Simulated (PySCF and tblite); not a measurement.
The numbers below are computed, except where a source is named.
System: C6H4O4, numbered as in [O:1]=[CH:2][c:3]1[cH:4][c:5]([C:6](=[O:7])[OH:8])[cH:9][o:10]1.

For the rotation about the C3–C2 bond (torsion C4–C3–C2–O1 from 0° to 180°, rising): electronic barrier 13.08 kcal/mol, zero-point change -0.38 kcal/mol, thermal and entropy terms at 250 K a further 0.22 kcal/mol (symmetry numbers apart). The minimum is Cs, the saddle C1. The path came from a restrained scan, a climbing-image band and a saddle search at GFN2-xTB; energies are revPBE/pcSseg-1 + D3(BJ)//GFN2-xTB, thermal terms GFN2-xTB. Rates follow Eyring's equation with the number of equivalent paths and no tunnelling. Programs: tblite and PySCF.

Task: How many equivalent paths lead out of the minimum?

Result: 2: the symmetry number of the minimum is 1, that of the saddle displaced along its mode 1, and the displaced saddle is chiral while the minimum is not, which doubles the count.

Task: Work out the rate at 250 K.

Result: ΔG‡ = 12.92 kcal/mol; k_B T/h = 5.2×10¹² s⁻¹; exp(−ΔG‡/RT) = 5.1×10⁻¹²; times 2 gives k = 53 s⁻¹. Wigner's tunnelling factor for the 185i cm⁻¹ mode would be 1.05.
